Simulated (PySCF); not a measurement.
H$_{5}$GeMgN, singlet, at a GFN2-xTB geometry (such geometries of metal compounds can be far from the true shape). Base run: PBE0/6-31G (PySCF).

Here is a job for PySCF.
```python
from pyscf import gto, scf, dft, solvent

mol = gto.M(
    atom='''
Mg    0.26617056    1.22102758   -0.53707774
N    -0.81207045    2.12638915   -1.77237066
H    -1.24698601    3.03328076   -1.64154849
H    -0.70246454    2.03068423   -2.77718849
Ge    0.13463109   -0.93078152    0.63743613
H     0.84736679   -2.14739934    0.05188352
H     0.54759678   -1.14166926    2.09106185
H    -1.26326168   -1.52694284    0.72936278
''',
    basis='6-31g',
    verbose=3,
)

mf = dft.RKS(mol)
mf.xc = 'pbe0'
mf.kernel()
```

Variants of this job, named by their change:

| change | ΔE vs base (kJ/mol) | dipole (D) | HOMO-LUMO gap (eV) |
|---|---|---|---|
| base | 0.00 | 3.75 | 4.66 |
| model = SS(V)PE; solvent = tetrahydrofuran | -45.0 | 5.21 | 5.34 |
| model = IEF-PCM; solvent = chloroform | -38.8 | 5.03 | 5.23 |
| model = IEF-PCM; solvent = tetrahydrofuran; lebedev_order = 41 | -45.5 | 5.24 | 5.34 |
| model = IEF-PCM; solvent = tetrahydrofuran; vdw_scale = 1.1 | -64.0 | 5.54 | 5.55 |
| model = IEF-PCM; solvent = toluene | -24.59 | 4.56 | 5.01 |
| model = C-PCM; solvent = tetrahydrofuran | -49.3 | 5.36 | 5.41 |
| model = IEF-PCM; solvent = tetrahydrofuran; vdw_scale = 1.0 | -92.1 | 5.89 | 5.80 |
| model = COSMO; solvent = tetrahydrofuran | -45.5 | 5.24 | 5.35 |
| model = IEF-PCM; solvent = tetrahydrofuran; vdw_scale = 1.4 | [?] | [?] | [?] |
| model = ddCOSMO; solvent = tetrahydrofuran | [?] | [?] | [?] |
| model = IEF-PCM; solvent = dimethylsulfoxide | [?] | [?] | [?] |

Task: Fill in the missing entries.

Result: 
- model = IEF-PCM; solvent = tetrahydrofuran; vdw_scale = 1.4, ΔE vs base (kJ/mol): -24.44
- model = IEF-PCM; solvent = tetrahydrofuran; vdw_scale = 1.4, dipole (D): 4.78
- model = IEF-PCM; solvent = tetrahydrofuran; vdw_scale = 1.4, HOMO-LUMO gap (eV): 5.06
- model = ddCOSMO; solvent = tetrahydrofuran, ΔE vs base (kJ/mol): -87.4
- model = ddCOSMO; solvent = tetrahydrofuran, dipole (D): 6.01
- model = ddCOSMO; solvent = tetrahydrofuran, HOMO-LUMO gap (eV): 5.64
- model = IEF-PCM; solvent = dimethylsulfoxide, ΔE vs base (kJ/mol): -56.6
- model = IEF-PCM; solvent = dimethylsulfoxide, dipole (D): 5.61
- model = IEF-PCM; solvent = dimethylsulfoxide, HOMO-LUMO gap (eV): 5.53

The base is the gas phase, so ΔE is the electrostatic part of solvation at a fixed geometry, without cavity and dispersion terms.
